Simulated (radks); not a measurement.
Results of a calculation; reference values are marked as such.
Tm III, configuration [Xe] 4f13 (the NIST ground configuration). Level of theory: Dirac Kohn-Sham, HCTH/407, spin-unpolarised, spherical densities, finite nucleus; open shells fill j = l - 1/2 first; Fermi nuclear charge, rms radius 5.2256 fm (a radial shooting solver on a logarithmic mesh with Libxc functionals).

Spin-orbit splittings of the eigenvalues, e(l+1/2) - e(l-1/2), with zeta = 2 splitting/(2l+1) and mean radii in bohr:

shell  occ.  splitting (eV)  zeta (eV)  <r> j=l-1/2  <r> j=l+1/2
2p        6           980.1      653.4      0.07007      0.07745
3p        6           207.2      138.1       0.2102       0.2240
3d       10               ?          ?       0.1971       0.2014
4p        6           46.82      31.22       0.5058       0.5378
4d       10           8.537      3.415       0.5643       0.5757
4f       13           1.219     0.3482       0.7808       0.7998
5p        6           5.818      3.879        1.382        1.491

Estimate the 3d splitting.

Answer. 45.39 eV (zeta = 18.15 eV).
